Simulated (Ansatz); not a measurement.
Species: C9H9B2N, SMILES `Bc1ccc2nccc(B)c2c1` (charge 0, multiplicity 1).

### Question
Give a relaxed geometry from PBE-D3(BJ)/def2-SVP (Ansatz, a quantum-chemistry and plane-wave program).

### Answer
This is not unique; one that fits is the end point of this relaxation, one of several conformers (outside a Z-matrix the atoms follow the SMILES, hydrogens last).
Z-matrix (Å, degrees):
```
C
C 1 1.4205
H 2 1.0996 1 118.64
C 2 1.4058 3 119.02 1 -180.00
C 4 1.4365 2 118.15 3 -180.00
C 5 1.3819 4 121.42 2 0.00
H 6 1.0997 5 122.55 4 180.00
H 5 1.1012 6 120.00 7 0.00
C 6 1.4279 7 117.04 5 -180.00
N 9 1.3671 6 117.66 7 0.00
C 10 1.3246 9 118.11 6 179.99
H 11 1.1058 10 116.50 9 180.00
C 11 1.4209 12 119.72 10 -180.00
H 13 1.1010 11 119.47 12 0.01
C 13 1.4012 14 119.90 11 180.00
B 4 1.5450 2 120.23 3 0.01
H 16 1.2175 4 119.98 2 -0.01
H 16 1.2177 17 119.62 4 -180.00
B 15 1.5527 13 118.48 14 -0.03
H 19 1.2140 15 122.98 13 -179.88
H 19 1.2164 20 118.78 3 179.86
```
